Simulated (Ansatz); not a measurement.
Input for Ansatz (a first-principles code): R-SVWN5/def2-TZVPP on H5NOSn (SMILES [NH2][SnH2][OH]), a point of a torsion scan. Elements past Kr take the def2 small-core potentials; no spin–orbit coupling.

Ansatz 0.2 input:
```yaml
crystal:
  periodic: [false, false, false]
  atoms:
    - {symbol: N, position_ang: [1.44557335, -0.42404182, 0.14407029]}
    - {symbol: Sn, position_ang: [-0.29024705, 0.57307024, 0.01809113]}
    - {symbol: O, position_ang: [-1.58564235, -0.74199709, -0.55734714]}
    - {symbol: H, position_ang: [1.61791719, -1.08993118, -0.59727215]}
    - {symbol: H, position_ang: [2.27751791, 0.14051382, 0.23813373]}
    - {symbol: H, position_ang: [-0.35174644, 1.90071384, -1.03182105]}
    - {symbol: H, position_ang: [-0.79648547, 0.93607078, 1.54235168]}
    - {symbol: H, position_ang: [-1.44627660, -1.18252744, -1.39254966]}
basis:
  gaussian:
    orbitals: def2-TZVPP
hamiltonian:
  xc: {name: SVWN5}
scf: {lower_state_search: off}
```

### Question
What total energy does the run end on?

### Answer
-345.9974 hartree.
